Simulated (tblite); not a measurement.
A geometry optimisation, step by step.

Compound: C4H10B2O.
SMILES with atom numbers: `[CH3:1][BH:2][O:3][BH:4][CH:5]1[CH2:6][CH2:7]1` (hydrogens: H8, H9, H10 on C1; H11 on B2; H12 on B4; H13 on C5; H14, H15 on C6; H16, H17 on C7)

Computed with GFN2-xTB (tblite), gas phase: L-BFGS steps from a force-field or distance-geometry start until the largest atomic force falls under 0.01 eV/Å. 8 of its 145 geometries are shown.

Step 0: E = -549.4563 eV, largest atomic force 3.962 eV/Å
```
atom  x, y, z in Å  |  force x, y, z in eV/Å
C1      3.278   -0.289    0.280    0.054   0.549  -0.432
B2      1.963    0.269   -0.469   -1.069  -1.681   1.977
O3      0.697    0.040    0.217    0.256  -0.798  -3.872
B4     -0.317   -0.429   -0.756    0.620   2.630   0.837
C5     -1.837    0.013   -0.550    1.431  -0.168  -0.017
C6     -2.026    0.872    0.686    0.644  -0.091   0.635
C7     -2.614   -0.505    0.619   -1.363   0.446   0.443
H8      3.788    0.518    0.856   -0.362  -0.830  -0.158
H9      3.054   -1.176    0.908    0.271   0.863  -0.244
H10     3.976   -0.583   -0.525   -0.159   0.014   0.607
H11     2.038    0.476   -1.623   -0.202   0.470   0.217
H12     0.046   -0.509   -1.876   -0.039  -0.655   0.192
H13    -2.398    0.382   -1.432    0.364  -0.709   0.553
H14    -2.639    1.767    0.547    0.283  -0.450   0.420
H15    -1.125    0.932    1.355   -1.136   0.398  -0.808
H16    -2.171   -1.250    1.310   -0.609   0.468  -0.851
H17    -3.718   -0.516    0.442    1.016  -0.457   0.498
```

Step 21: E = -551.0373 eV, largest atomic force 0.370 eV/Å
```
atom  x, y, z in Å  |  force x, y, z in eV/Å
C1      3.285   -0.360    0.336   -0.162   0.138  -0.032
B2      2.087    0.160   -0.575   -0.296  -0.001  -0.222
O3      0.819   -0.198   -0.531   -0.089   0.063  -0.095
B4     -0.391   -0.386   -1.030    0.275  -0.052  -0.036
C5     -1.772    0.157   -0.482    0.132  -0.118  -0.118
C6     -2.064    0.943    0.765    0.145   0.014  -0.068
C7     -2.545   -0.458    0.668   -0.046  -0.081  -0.051
H8      3.641    0.512    0.880    0.049  -0.023   0.182
H9      3.039   -1.135    1.054    0.031  -0.047  -0.068
H10     4.135   -0.672   -0.274   -0.188  -0.127   0.068
H11     2.370    0.990   -1.375   -0.014   0.109   0.036
H12    -0.472   -0.992   -2.058    0.074  -0.064   0.225
H13    -2.417    0.427   -1.314   -0.066  -0.045  -0.003
H14    -2.790    1.733    0.675   -0.037   0.151   0.115
H15    -1.250    1.145    1.435    0.140   0.121   0.146
H16    -2.085   -1.213    1.281    0.239  -0.064   0.013
H17    -3.596   -0.639    0.534   -0.186   0.025  -0.090
```

Step 41: E = -551.2165 eV, largest atomic force 0.130 eV/Å
```
atom  x, y, z in Å  |  force x, y, z in eV/Å
C1      3.079   -0.325    0.361   -0.063   0.026  -0.021
B2      2.033    0.386   -0.616    0.068   0.036  -0.007
O3      0.805   -0.028   -0.748    0.043   0.038   0.023
B4     -0.378   -0.464   -1.068    0.010  -0.044  -0.081
C5     -1.737    0.135   -0.532    0.000   0.017   0.040
C6     -1.901    0.927    0.734   -0.024  -0.006   0.028
C7     -2.429   -0.472    0.665   -0.007   0.047   0.039
H8      3.557    0.388    1.034   -0.062  -0.097  -0.054
H9      2.629   -1.119    0.956    0.060   0.071  -0.004
H10     3.876   -0.768   -0.240   -0.075   0.043   0.097
H11     2.384    1.300   -1.288    0.004  -0.052   0.029
H12    -0.447   -1.357   -1.843    0.011  -0.007  -0.090
H13    -2.411    0.418   -1.338   -0.033  -0.057   0.056
H14    -2.623    1.733    0.754    0.053  -0.019  -0.051
H15    -1.024    1.130    1.332   -0.020  -0.089   0.000
H16    -1.922   -1.250    1.221    0.029   0.057  -0.057
H17    -3.498   -0.622    0.607    0.007   0.037   0.054
```

Step 62: E = -551.2627 eV, largest atomic force 0.115 eV/Å
```
atom  x, y, z in Å  |  force x, y, z in eV/Å
C1      2.851   -0.294    0.440    0.012   0.023  -0.087
B2      1.961    0.454   -0.652   -0.075   0.067  -0.005
O3      0.779    0.005   -0.961    0.080  -0.030   0.046
B4     -0.389   -0.497   -1.237    0.026   0.035   0.009
C5     -1.703    0.047   -0.547   -0.002  -0.002  -0.064
C6     -1.701    0.890    0.697   -0.026  -0.034   0.061
C7     -2.290   -0.482    0.742    0.023  -0.044  -0.104
H8      3.316    0.390    1.143   -0.014   0.056   0.040
H9      2.295   -1.039    1.001   -0.014  -0.019   0.022
H10     3.664   -0.804   -0.071    0.061  -0.065   0.014
H11     2.374    1.410   -1.221   -0.025  -0.086   0.049
H12    -0.463   -1.325   -2.078   -0.025  -0.024  -0.022
H13    -2.462    0.323   -1.274   -0.077  -0.013  -0.018
H14    -2.360    1.742    0.748   -0.025   0.033   0.019
H15    -0.757    1.037    1.198    0.040   0.053   0.005
H16    -1.760   -1.251    1.285    0.017   0.016  -0.063
H17    -3.364   -0.594    0.775    0.026   0.033   0.097
```

Step 82: E = -551.3007 eV, largest atomic force 0.050 eV/Å
```
atom  x, y, z in Å  |  force x, y, z in eV/Å
C1      2.681   -0.289    0.550   -0.005  -0.004   0.031
B2      1.849    0.396   -0.627    0.004  -0.007   0.030
O3      0.731   -0.112   -1.057   -0.027   0.005   0.013
B4     -0.468   -0.481   -1.403   -0.017  -0.002  -0.038
C5     -1.723    0.075   -0.616    0.006  -0.035   0.002
C6     -1.539    0.900    0.629   -0.030   0.005   0.018
C7     -2.056   -0.493    0.746    0.017  -0.011   0.027
H8      3.070    0.453    1.243    0.008   0.006  -0.005
H9      2.103   -1.010    1.124   -0.022  -0.006  -0.044
H10     3.543   -0.815    0.144    0.012   0.002  -0.010
H11     2.249    1.381   -1.145    0.038  -0.002  -0.001
H12    -0.602   -1.232   -2.306   -0.008   0.010   0.003
H13    -2.596    0.321   -1.213    0.023  -0.019  -0.006
H14    -2.220    1.716    0.814   -0.018   0.043   0.001
H15    -0.527    1.095    0.956   -0.011   0.013  -0.010
H16    -1.407   -1.250    1.158    0.027  -0.007  -0.006
H17    -3.097   -0.642    0.995    0.002   0.009  -0.007
```

Step 103: E = -551.3220 eV, largest atomic force 0.066 eV/Å
```
atom  x, y, z in Å  |  force x, y, z in eV/Å
C1      2.607   -0.380    0.562    0.003  -0.025  -0.018
B2      1.876    0.384   -0.635   -0.001  -0.011  -0.004
O3      0.724   -0.024   -1.083   -0.020   0.025   0.018
B4     -0.473   -0.396   -1.436   -0.010  -0.017  -0.002
C5     -1.739    0.055   -0.609   -0.004  -0.012   0.005
C6     -1.616    0.983    0.572    0.001   0.006   0.000
C7     -1.887   -0.462    0.809    0.001   0.006  -0.021
H8      2.881    0.306    1.361   -0.025   0.004  -0.021
H9      1.991   -1.167    0.990    0.008   0.003   0.008
H10     3.534   -0.837    0.221    0.018  -0.002  -0.019
H11     2.380    1.325   -1.148   -0.023   0.006   0.062
H12    -0.598   -1.106   -2.373    0.000  -0.013  -0.007
H13    -2.678    0.123   -1.149    0.026  -0.017  -0.006
H14    -2.412    1.691    0.751    0.025  -0.005   0.003
H15    -0.631    1.360    0.809   -0.014   0.007   0.003
H16    -1.096   -1.080    1.209    0.007   0.035   0.000
H17    -2.872   -0.760    1.139    0.008   0.012  -0.001
```

Step 123: E = -551.3397 eV, largest atomic force 0.128 eV/Å
```
atom  x, y, z in Å  |  force x, y, z in eV/Å
C1      2.492   -0.544    0.550    0.053   0.000  -0.103
B2      1.824    0.391   -0.557   -0.054   0.008  -0.041
O3      0.702    0.052   -1.120    0.017  -0.047  -0.020
B4     -0.481   -0.351   -1.495    0.032   0.021   0.010
C5     -1.728   -0.030   -0.589    0.032  -0.065   0.003
C6     -1.683    1.078    0.435    0.050  -0.008   0.001
C7     -1.617   -0.333    0.893   -0.037  -0.089   0.042
H8      2.586    0.014    1.478    0.045  -0.046   0.086
H9      1.917   -1.445    0.744   -0.071  -0.022   0.044
H10     3.494   -0.860    0.266    0.032   0.075   0.005
H11     2.333    1.413   -0.867    0.000  -0.008   0.012
H12    -0.586   -0.978   -2.493   -0.016   0.034   0.024
H13    -2.710   -0.221   -0.999   -0.050  -0.008  -0.094
H14    -2.597    1.624    0.608   -0.037   0.081   0.041
H15    -0.791    1.683    0.496    0.032  -0.003  -0.026
H16    -0.678   -0.729    1.256   -0.069   0.108  -0.004
H17    -2.486   -0.750    1.381    0.041  -0.030   0.019
```

Step 144: E = -551.3587 eV, largest atomic force 0.006 eV/Å
```
atom  x, y, z in Å  |  force x, y, z in eV/Å
C1      2.635   -0.636    0.486    0.001  -0.001   0.002
B2      1.816    0.375   -0.439    0.002  -0.001  -0.003
O3      0.699    0.017   -0.999    0.001   0.001  -0.001
B4     -0.472   -0.344   -1.442    0.000   0.000   0.001
C5     -1.755   -0.094   -0.564    0.001  -0.004   0.004
C6     -1.819    1.115    0.346   -0.001  -0.002  -0.004
C7     -1.670   -0.238    0.942    0.000   0.000  -0.003
H8      2.719   -0.247    1.499    0.000   0.001  -0.001
H9      2.175   -1.620    0.543    0.000   0.002   0.001
H10     3.652   -0.762    0.121   -0.003  -0.001  -0.001
H11     2.227    1.469   -0.633   -0.001  -0.002   0.003
H12    -0.553   -0.854   -2.505    0.000   0.003   0.002
H13    -2.707   -0.389   -0.990    0.000   0.003   0.002
H14    -2.765    1.625    0.445    0.000  -0.001   0.001
H15    -0.963    1.774    0.360   -0.001   0.000   0.002
H16    -0.713   -0.505    1.365   -0.002   0.002  -0.001
H17    -2.513   -0.675    1.457    0.003   0.002  -0.001
```

**Question.** Summarise the path.

**Answer.** The energy falls by 1.9024 eV from step 0 to step 144; nine tenths of that is first reached at step 30. It never rises by more than 0.2 meV. The largest force goes from 3.962 to 0.006 eV/Å. Among the bonds O3–B4 changes most, from 1.481 to 1.303 Å; the atoms move by 1.034 Å rms after alignment.

**Question.** Follow the three bonds and two angles with the largest change from start to end.

**Answer.** 
```json
{"step": "0", "E above end (eV)": "1.9024", "largest force (eV/Å)": "3.962", "O3–B4 (Å)": "1.481", "B2–O3 (Å)": "1.457", "C6–H15 (Å)": "1.124", "B2–O3–B4 (°)": "109.6", "B4–C5–C6 (°)": "112.4"}
{"step": "6", "E above end (eV)": "0.7883", "largest force (eV/Å)": "0.603", "O3–B4 (Å)": "1.357", "B2–O3 (Å)": "1.348", "C6–H15 (Å)": "1.083", "B2–O3–B4 (°)": "119.6", "B4–C5–C6 (°)": "117.1"}
{"step": "13", "E above end (eV)": "0.4877", "largest force (eV/Å)": "0.426", "O3–B4 (Å)": "1.333", "B2–O3 (Å)": "1.326", "C6–H15 (Å)": "1.076", "B2–O3–B4 (°)": "141.3", "B4–C5–C6 (°)": "126.3"}
{"step": "19", "E above end (eV)": "0.3549", "largest force (eV/Å)": "0.292", "O3–B4 (Å)": "1.322", "B2–O3 (Å)": "1.317", "C6–H15 (Å)": "1.076", "B2–O3–B4 (°)": "150.6", "B4–C5–C6 (°)": "128.7"}
{"step": "25", "E above end (eV)": "0.2561", "largest force (eV/Å)": "0.326", "O3–B4 (Å)": "1.304", "B2–O3 (Å)": "1.303", "C6–H15 (Å)": "1.082", "B2–O3–B4 (°)": "162.9", "B4–C5–C6 (°)": "130.0"}
{"step": "31", "E above end (eV)": "0.1785", "largest force (eV/Å)": "0.256", "O3–B4 (Å)": "1.303", "B2–O3 (Å)": "1.305", "C6–H15 (Å)": "1.079", "B2–O3–B4 (°)": "166.7", "B4–C5–C6 (°)": "127.8"}
{"step": "38", "E above end (eV)": "0.1505", "largest force (eV/Å)": "0.123", "O3–B4 (Å)": "1.302", "B2–O3 (Å)": "1.303", "C6–H15 (Å)": "1.079", "B2–O3–B4 (°)": "170.9", "B4–C5–C6 (°)": "126.4"}
{"step": "44", "E above end (eV)": "0.1343", "largest force (eV/Å)": "0.110", "O3–B4 (Å)": "1.302", "B2–O3 (Å)": "1.303", "C6–H15 (Å)": "1.080", "B2–O3–B4 (°)": "171.9", "B4–C5–C6 (°)": "124.8"}
{"step": "50", "E above end (eV)": "0.1204", "largest force (eV/Å)": "0.089", "O3–B4 (Å)": "1.303", "B2–O3 (Å)": "1.303", "C6–H15 (Å)": "1.080", "B2–O3–B4 (°)": "172.2", "B4–C5–C6 (°)": "123.5"}
{"step": "56", "E above end (eV)": "0.1089", "largest force (eV/Å)": "0.125", "O3–B4 (Å)": "1.303", "B2–O3 (Å)": "1.302", "C6–H15 (Å)": "1.081", "B2–O3–B4 (°)": "176.0", "B4–C5–C6 (°)": "123.8"}
{"step": "63", "E above end (eV)": "0.0930", "largest force (eV/Å)": "0.158", "O3–B4 (Å)": "1.301", "B2–O3 (Å)": "1.301", "C6–H15 (Å)": "1.080", "B2–O3–B4 (°)": "177.2", "B4–C5–C6 (°)": "123.3"}
{"step": "69", "E above end (eV)": "0.0776", "largest force (eV/Å)": "0.128", "O3–B4 (Å)": "1.299", "B2–O3 (Å)": "1.301", "C6–H15 (Å)": "1.082", "B2–O3–B4 (°)": "173.8", "B4–C5–C6 (°)": "123.5"}
{"step": "75", "E above end (eV)": "0.0639", "largest force (eV/Å)": "0.097", "O3–B4 (Å)": "1.300", "B2–O3 (Å)": "1.301", "C6–H15 (Å)": "1.080", "B2–O3–B4 (°)": "172.4", "B4–C5–C6 (°)": "121.6"}
{"step": "81", "E above end (eV)": "0.0586", "largest force (eV/Å)": "0.057", "O3–B4 (Å)": "1.302", "B2–O3 (Å)": "1.301", "C6–H15 (Å)": "1.081", "B2–O3–B4 (°)": "172.2", "B4–C5–C6 (°)": "120.5"}
{"step": "88", "E above end (eV)": "0.0563", "largest force (eV/Å)": "0.038", "O3–B4 (Å)": "1.302", "B2–O3 (Å)": "1.302", "C6–H15 (Å)": "1.081", "B2–O3–B4 (°)": "172.4", "B4–C5–C6 (°)": "120.4"}
{"step": "94", "E above end (eV)": "0.0504", "largest force (eV/Å)": "0.126", "O3–B4 (Å)": "1.301", "B2–O3 (Å)": "1.301", "C6–H15 (Å)": "1.083", "B2–O3–B4 (°)": "172.9", "B4–C5–C6 (°)": "120.5"}
{"step": "100", "E above end (eV)": "0.0393", "largest force (eV/Å)": "0.119", "O3–B4 (Å)": "1.302", "B2–O3 (Å)": "1.301", "C6–H15 (Å)": "1.077", "B2–O3–B4 (°)": "175.2", "B4–C5–C6 (°)": "121.6"}
{"step": "106", "E above end (eV)": "0.0337", "largest force (eV/Å)": "0.066", "O3–B4 (Å)": "1.303", "B2–O3 (Å)": "1.301", "C6–H15 (Å)": "1.081", "B2–O3–B4 (°)": "175.2", "B4–C5–C6 (°)": "121.6"}
{"step": "113", "E above end (eV)": "0.0299", "largest force (eV/Å)": "0.054", "O3–B4 (Å)": "1.302", "B2–O3 (Å)": "1.300", "C6–H15 (Å)": "1.081", "B2–O3–B4 (°)": "173.2", "B4–C5–C6 (°)": "121.9"}
{"step": "119", "E above end (eV)": "0.0253", "largest force (eV/Å)": "0.065", "O3–B4 (Å)": "1.303", "B2–O3 (Å)": "1.300", "C6–H15 (Å)": "1.079", "B2–O3–B4 (°)": "170.3", "B4–C5–C6 (°)": "121.1"}
{"step": "125", "E above end (eV)": "0.0150", "largest force (eV/Å)": "0.125", "O3–B4 (Å)": "1.303", "B2–O3 (Å)": "1.300", "C6–H15 (Å)": "1.078", "B2–O3–B4 (°)": "170.2", "B4–C5–C6 (°)": "120.4"}
{"step": "131", "E above end (eV)": "0.0029", "largest force (eV/Å)": "0.098", "O3–B4 (Å)": "1.303", "B2–O3 (Å)": "1.300", "C6–H15 (Å)": "1.081", "B2–O3–B4 (°)": "172.8", "B4–C5–C6 (°)": "120.1"}
{"step": "138", "E above end (eV)": "0.0003", "largest force (eV/Å)": "0.023", "O3–B4 (Å)": "1.303", "B2–O3 (Å)": "1.300", "C6–H15 (Å)": "1.080", "B2–O3–B4 (°)": "173.9", "B4–C5–C6 (°)": "120.0"}
{"step": "144", "E above end (eV)": "0.0000", "largest force (eV/Å)": "0.006", "O3–B4 (Å)": "1.303", "B2–O3 (Å)": "1.300", "C6–H15 (Å)": "1.080", "B2–O3–B4 (°)": "174.3", "B4–C5–C6 (°)": "119.8"}
```

What follows is the cost of the whole relaxation. On Arm Neoverse V1, one thread, on a shared host, this took 0.84 s of wall time.
